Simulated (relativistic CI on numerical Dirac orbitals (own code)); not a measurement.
# Ti4+ in a cubic cluster: 1s photoemission with charge transfer

Computed with a charge-transfer multiplet model of a cubic metal-ligand cluster with up to 2 ligand holes, Slater and spin-orbit integrals from Dirac-Coulomb-Breit ions, Slater integrals scaled by 0.7. The ground state mixes d0 with configurations of k ligand holes L, whose averages lie at kΔ + k(k − 1)U_dd/2; a core hole lowers each added d electron by U_cd. 300 K, Lorentzian 1.1 eV and Gaussian 0.6 eV FWHM.

Atomic integrals in eV (Slater integrals scaled, ζ unscaled), ground: F2dd 5.756, F4dd 3.579, zeta_d 0.013; with the core hole: F2dd 5.756, F4dd 3.579, zeta_d 0.030, G2cd 0.034. Where a configuration has fewer than two d electrons, the dd integrals are those of d2.

Cluster parameters (eV): U_dd = 5, U_cd = 5.8, 10Dq = 0.95, 10Dq(ligand) = 0.7, V(eg) = 2.65, V(t2g) = -1.43, final-state hopping factor = 0.8.

```
       Case   n_d    d0   d1L  d2L2     S
Δ = -0.7 eV  0.98  0.23  0.56  0.21  0.00
 Δ = 0.3 eV  0.91  0.27  0.55  0.18  0.00
 Δ = 1.3 eV  0.82  0.32  0.53  0.15  0.00
 Δ = 2.3 eV  0.74  0.38  0.50  0.12  0.00
 Δ = 3.3 eV  0.66  0.43  0.47  0.10  0.00
```

Weights, n_d and S are thermal averages at 300 K. Binding energies count from the first peak over 30 % of the highest in each spectrum, which can be another peak from case to case. The parameters are a model scan and need not match a compound or its usual spin state. Peaks in eV (height, largest 100):
- Δ = -0.7 eV: 0.0 (100), 11.4 (11)
- Δ = 0.3 eV: 0.0 (100), 11.0 (11)
- Δ = 1.3 eV: 0.0 (100), 10.7 (10)
- Δ = 2.3 eV: 0.0 (100), 10.2 (11)
- Δ = 3.3 eV: 0.0 (100), 9.6 (11)

A d0 ion has no d-d gap: its lowest excitations are ligand-to-metal charge transfer. With the core hole the configuration with one ligand hole lies at Δ − U_cd = -6.5, -5.5, -4.5, -3.5, -2.5 eV from the one without, in the order of the table; where this is negative the screened configuration lies lower, though the effective hopping of about 4.8 eV (from the holes of the mixed ground state) mixes the two strongly wherever it is as large as the gap.

With at most 2 ligand holes the space is cut while the next configuration still counts, so covalency is underestimated, and a final configuration with one more ligand hole, which can lie low, is missing from the spectra.
